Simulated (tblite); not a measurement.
C₈H₁₅P.
Structure used (GFN2-xTB), in Å, numbered top down from 1:
```xyz
24
C8H15P angstrom
C      4.8606    0.5148   -0.5556
C      3.5595   -0.0681   -0.3157
C      2.4588   -0.5366   -0.1709
P      0.9133   -1.2816    0.2350
C     -0.1383    0.2327   -0.0752
C     -1.6303    0.0237    0.2105
C     -2.1602   -1.1557   -0.6052
C     -1.8335   -0.2513    1.7004
C     -2.3862    1.2968   -0.1829
H      5.4114   -0.0892   -1.2767
H      4.7526    1.5255   -0.9500
H      5.4275    0.5561    0.3746
H      0.7412   -1.8525   -1.0387
H      0.0129    0.5631   -1.1071
H      0.2520    1.0160    0.5837
H     -1.6913   -2.0830   -0.2781
H     -3.2361   -1.2553   -0.4778
H     -1.9512   -1.0158   -1.6644
H     -1.5134    0.6028    2.2938
H     -2.8822   -0.4461    1.9143
H     -1.2515   -1.1194    2.0064
H     -3.4430    1.2002    0.0559
H     -1.9921    2.1575    0.3532
H     -2.2923    1.4853   -1.2504
```

All values are computed: GFN2-xTB (tblite) harmonic vibrations without scaling, gas phase. This tight-binding method is rough: wavenumbers can miss measured ones by several per cent, in bad cases by 10 to 20. Modes of hydrogen on phosphorus can be 10 to 20 % off. One conformer, not necessarily the lowest. The optimisation stopped once no atom felt more than 0.01 eV/Å.

Lowest wavenumbers of the output (negative numbers stand for imaginary wavenumbers):
```
mode    cm-1
  1     -27.1
  2      32.9
  3      57.3
  4      90.1
  5     166.7
  6     175.8
  7     199.4
  8     239.8
```

Task: Is this structure a minimum?

Result: Not by this Hessian. 1 mode is imaginary beyond 20i (27i cm⁻¹), so at this level the point lies at or near a first-order saddle. The curvature is small, so loose convergence or finite differences may be the whole cause.

Task: Which atoms move in the imaginary mode?

Result: 27i: H10 (methyl hydrogen) 34 %, H11 (methyl hydrogen) 32 %, H12 (methyl hydrogen) 32 %. These are shares of the mass-weighted motion.

Task: What is the remedy?

Result: Step along that mode in both directions, optimise again with tighter thresholds and repeat the frequencies. The zero-point energy of this point (127.8 kcal/mol) counts the 65 real modes alone, and thermal corrections from it aren't those of a minimum.

On an Arm Neoverse V1 with one thread (shared host), this took 1.1 s of wall time. This covers the Hessian and the dipole derivatives.
